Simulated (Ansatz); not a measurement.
`F[SiH](F)F` + `C=C=N` → `C=C=N[SiH](F)F` + H–F  (ligand exchange at the Si–F bond)

Gas-phase electronic energies from Ansatz, PBE0-D4/def2-TZVP geometries. CCSD(T)/CBS is the MP2 limit (def2-TZVPP, def2-QZVPP) plus CCSD(T) − MP2 in def2-TZVPP, frozen cores. This one scheme is used for every species. DFT in def2-TZVPP. B3LYP here is the variant with VWN-RPA as its local correlation; programs differ in this. HSE06 is defined as in plane-wave codes. One conformer a species, not always the lowest.

`F[SiH](F)F`:

Z-matrix (Å, degrees):
```
Si
F 1 1.573
F 1 1.573 2 108.3
F 1 1.573 2 108.3 3 117.1
H 1 1.461 2 110.7 3 -121.4
```

`C=C=N`:

```xyz
6

C     0.554   -0.737    0.303
C    -0.098    0.269   -0.214
N    -0.625    1.208   -0.781
H     1.333   -0.563    1.032
H     0.310   -1.750    0.014
H    -1.474    1.573   -0.354
```

`C=C=N[SiH](F)F`:

```xyz
9

C     0.146    0.871    2.035
C    -0.134    0.142    0.989
N    -0.428   -0.567    0.055
Si   -0.076   -0.697   -1.606
F     0.774    0.525   -2.144
F    -1.452   -0.679   -2.380
H    -0.472    1.722    2.282
H     1.003    0.630    2.648
H     0.639   -1.946   -1.880
```

H–F:

Z-matrix (Å, degrees):
```
F
H 1 0.920
```

```tsv
level	ΔE (kJ/mol)	difference from CCSD(T)/CBS
LDA (SPW92)	77.8	-2.5
PBE-D4	76.6	-3.7
revPBE-D4	72.3	-8.0
BLYP-D4	79.2	-1.1
r2SCAN-D4	83.7	3.4
B97M-V	87.0	6.7
PBE0-D4	75.4	-4.9
B3LYP-D4	79.0	-1.3
r2SCANh-D4	82.5	2.2
r2SCAN0-D4	80.9	0.6
HSE06-D4	75.3	-5.0
CAM-B3LYP-D4	83.0	2.7
ωB97M-V	82.6	2.3
B2PLYP	84.6	4.3
PBE-QIDH	78.4	-1.9
PBE	81.5	1.2
revPBE	82.5	2.2
BLYP	88.9	8.6
r2SCAN	85.1	4.8
PBE0	79.8	-0.5
B3LYP	86.8	6.5
r2SCAN0	82.7	2.4
HSE06	79.5	-0.8
BHLYP	86.7	6.4
CAM-B3LYP	87.7	7.4
LC-ωPBE	82.2	1.9
RPA@PBE/def2-TZVPP	84.5	4.2
HF/def2-SVP	77.7	-2.6
MP2/def2-SVP	78.0	-2.3
CCSD/def2-SVP	83.5	3.2
CCSD(T)/def2-SVP	82.5	2.2
HF/def2-TZVPP	89.5	9.2
MP2/def2-TZVPP	77.2	-3.1
SCS-MP2/def2-TZVPP	82.2	1.9
CCSD/def2-TZVPP	84.8	4.5
CCSD(T)/def2-TZVPP	82.9	2.6
HF/def2-QZVPP	90.9	10.6
MP2/def2-QZVPP	76.2	-4.1
HF/CBS(def2)	91.1	10.8
MP2/CBS(def2)	74.6	-5.7
CCSD(T)/CBS	80.3	0
```

What do rigid-rotor, harmonic-oscillator terms from PBE0-D4/def2-TZVP frequencies (298.15 K, 1 bar) make of the CCSD(T)/CBS value? (An estimate is asked.)

Ansatz gave: ΔZPE = -6.2 kJ/mol, ΔH = +78.2 kJ/mol, ΔS = 0 J/(mol·K), ΔG = +78.2 kJ/mol. Modes under 50 cm⁻¹ make the entropy rough.

Largest T1 diagnostic among the species: 0.015.

The D4 term adds −7.7 kJ/mol with B3LYP and −4.4 kJ/mol with PBE0; it sums over pairs of atoms, weighted by their polarisabilities, and B3LYP, whose exchange is more repulsive, gets the larger term. In def2-TZVPP, CCSD(T) changes the Hartree–Fock value by −6.6 kJ/mol (the triples alone add −1.8 kJ/mol) and MP2 by −12.3 kJ/mol.
